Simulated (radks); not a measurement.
Values are calculated unless marked as measured or tabulated.
Minus the highest occupied eigenvalue as an estimate of the ionisation energy, W60+ to W73+. The LB94 potential has the -1/r tail that LDA and GGA lack but no energy functional. Level of theory: scalar-relativistic Kohn-Sham, LB94 model potential, spin-polarised, spherical densities, finite nucleus; open shells are filled with parallel spins first (spin-orbit coupling, left out, can overturn this in heavy ions); Fermi nuclear charge, rms radius 5.3658 fm (a radial shooting solver on a logarithmic mesh with Libxc functionals).

| species | configuration | HOMO | -e(HOMO) (eV) | <r> (bohr) | IE, NIST (eV) | kind |
|---|---|---|---|---|---|---|
| W60+ | [Ne] 3s2 3p2 | 3p up | 6345.4 | 0.182 | 6596 | semi-emp. |
| W61+ | [Ne] 3s2 3p1 | 3p up | 6472.7 | 0.181 | 6735 | semi-emp. |
| W62+ | [Ne] 3s2 | 3s | 7029.5 | 0.183 | 7000 | semi-emp. |
| W63+ | [Ne] 3s1 | 3s up | 7162.0 | 0.183 | 7130 | semi-emp. |
| W64+ | [Ne] | 2p | 15971.2 | 0.0681 | 15566 | semi-emp. |
| W65+ | [He] 2s2 2p5 | 2p down | 16306.5 | 0.0677 | 15896 | semi-emp. |
| W66+ | [He] 2s2 2p4 | 2p down | 16639.8 | 0.0673 | 16252 | semi-emp. |
| W67+ | [He] 2s2 2p3 | 2p up | 17056.1 | 0.0668 | 16588 | semi-emp. |
| W68+ | [He] 2s2 2p2 | 2p up | 17401.2 | 0.0664 | 18476 | semi-emp. |
| W69+ | [He] 2s2 2p1 | 2p up | 17744.1 | 0.0660 | 18872 | semi-emp. |
| W70+ | [He] 2s2 | 2s | 19384.9 | 0.0743 | 19362 | semi-emp. |
| W71+ | [He] 2s1 | 2s up | 19716.5 | 0.0740 | 19686.7 | theory |
| W72+ | [He] | 1s | 79295 | 0.0183 | 79181.9 | theory |
| W73+ | 1s1 | 1s up | 80710 | 0.0181 | 80755.9 | theory |

Reference values: NIST Atomic Spectra Database (exp. = measured, semi-emp. = semi-empirical, theory = theoretical value adopted there). Open shells are spherical and high-spin; term and fine-structure splittings are not resolved. Spin-orbit splitting is averaged out at the scalar-relativistic level.
